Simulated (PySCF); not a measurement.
**Working out the excitation energy of N**

N [He] 2s2 2p3 (4S) → N [He] 2s1 2p4 (4P). All numbers are calculated (PySCF 2.14, the non-relativistic Hamiltonian (point nucleus), in def2-TZVPPD). Frozen: nothing. Energies in hartree (1 hartree = 27.21139 eV):

| part | N (lower) | N (upper) |
| --- | --- | --- |
| UHF | -54.402769 | -54.001233 |
| MP2 opposite-spin | -0.082184 | -0.078748 |
| MP2 same-spin | -0.030364 | -0.030249 |

**Question.** What does Hartree-Fock give?

**Answer.** (-54.001233) − (-54.402769) = 0.401536 hartree = 10.926 eV.

**Question.** What do MP2 and SCS-MP2 (6/5 opposite-spin, 1/3 same-spin) give?

**Answer.** The opposite-spin parts differ by 0.093 eV and the same-spin parts by 0.003 eV. MP2: 10.926 + (0.093) + (0.003) = 11.022 eV. SCS-MP2: 10.926 + 1.2 × (0.093) + (0.003)/3 = 11.039 eV.

Measured between the centres of the two terms (NIST): 10.927 eV, so MP2 (valence and next inner shell) is off by 0.095 eV.

What remains against the reference includes basis incompleteness and correlation beyond second order.
